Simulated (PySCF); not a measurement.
**SMILES S=Cc1c(=O)c1O, C4H2O2S**

Molfile (atoms numbered from 1):
```
C4H2O2S
     RDKit          3D

  9  9  0  0  0  0  0  0  0  0999 V2000
   -2.2795    0.4886    1.0647 O   0  0  0  0  0  0  0  0  0  0  0  0
   -1.2725    0.2339    0.4667 C   0  0  0  0  0  0  0  0  0  0  0  0
   -0.5776   -0.1751   -0.7353 C   0  0  0  0  0  0  0  0  0  0  0  0
   -0.4667   -0.5464   -1.9828 O   0  0  0  0  0  0  0  0  0  0  0  0
    0.1583    0.0997    0.3749 C   0  0  0  0  0  0  0  0  0  0  0  0
    1.4678    0.1779    0.9672 C   0  0  0  0  0  0  0  0  0  0  0  0
    2.8464   -0.1648    0.1807 S   0  0  0  0  0  0  0  0  0  0  0  0
   -1.3465   -0.5988   -2.3822 H   0  0  0  0  0  0  0  0  0  0  0  0
    1.4790    0.4935    2.0214 H   0  0  0  0  0  0  0  0  0  0  0  0
  1  2  2  0
  2  3  1  0
  3  4  1  0
  3  5  2  0
  5  6  1  0
  6  7  2  0
  5  2  1  0
  4  8  1  0
  6  9  1  0
M  END
```

Theory: quadratic response CAM-B3LYP/def2-TZVPD first hyperpolarisability, Taylor convention, gas phase in PySCF. Geometry: PBE0-D3(BJ)/def2-SVP.

Question: Give β for the processes computed.

Answer: In 10⁻³⁰ esu, Taylor convention; the vector part is βᵢ = ⅓ Σⱼ (βᵢⱼⱼ + βⱼᵢⱼ + βⱼⱼᵢ); β∥ is 3/5 of the vector part along the dipole, the dipole points from − to +:
```tsv
process	λ (nm)	β vector norm	β∥	β HRS	depolarisation ratio
static β(0;0,0)	∞	8.98	0.92	3.55	5.92
second harmonic β(−2ω;ω,ω)	1907	10.08	1.02	4.00	5.82
Pockels β(−ω;ω,0)	1907	9.32	0.95	–	–
Pockels β(−ω;ω,0)	1064	10.17	1.02	–	–
```

Second harmonics within 0.3 eV of the first excitation or beyond it are left out.

Question: Which lowest excitations, dipole and polarisabilities go with it?

Answer: S1 1.88 eV (f = 0.000); S2 3.41 eV (f = 0.001); S3 4.31 eV (f = 0.370); dipole 2.33 D; isotropic α 81.3 au static, 81.9 au at 1907 nm, 83.1 au at 1064 nm, 83.6 au at 953.5 nm.
